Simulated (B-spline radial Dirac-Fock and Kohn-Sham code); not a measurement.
# Compton profile of Pt⁴⁷⁺

System: Pt⁴⁷⁺, [Ar] 3d10 4s2 4p1.

Method: the impulse approximation on Dirac-Fock densities. Computed with a radial atomic solver. pz is in atomic units of momentum; subshell profiles are per electron, for a selection of subshells; open shells are spread over both j values by their weights.

```tsv
pz	J total	J 2p3/2	J 3p3/2	J 4p3/2
0	1.221	0.0183	0.0451	0.0814
0.38	1.217	0.0183	0.0451	0.0814
0.53	1.214	0.0183	0.0451	0.0813
0.75	1.207	0.0183	0.0451	0.0813
1	1.196	0.0183	0.0451	0.0812
1.5	1.168	0.0183	0.0451	0.0805
2	1.131	0.0183	0.0450	0.0788
2.9	1.054	0.0183	0.0446	0.0721
4	0.9598	0.0183	0.0433	0.0573
5.6	0.8454	0.0182	0.0396	0.0315
7.8	0.7199	0.0180	0.0309	0.0114
11	0.5388	0.0172	0.0165	0.00847
15	0.3499	0.0154	0.00548	0.00477
21	0.1885	0.0116	0.00203	0.000856
30	0.08387	0.00622	0.00177	0.000584
42	0.03474	0.00227	0.000792	0.000293
58	0.01417	0.000578	0.000202	7.51e-05
```

J(0) = 1.221. The 4s1/2 subshell gives the largest part, 20 %.

Mean momentum ⟨p⟩ by subshell (a.u.): 1s1/2 83.5, 2s1/2 29.9, 2p1/2 39.3, 2p3/2 34.2, 3s1/2 15.5, 3p1/2 18.3, 3p3/2 16.9, 3d3/2 20.2, 3d5/2 19.7, 4s1/2 9.63, 4p1/2 10.8, 4p3/2 10.3.
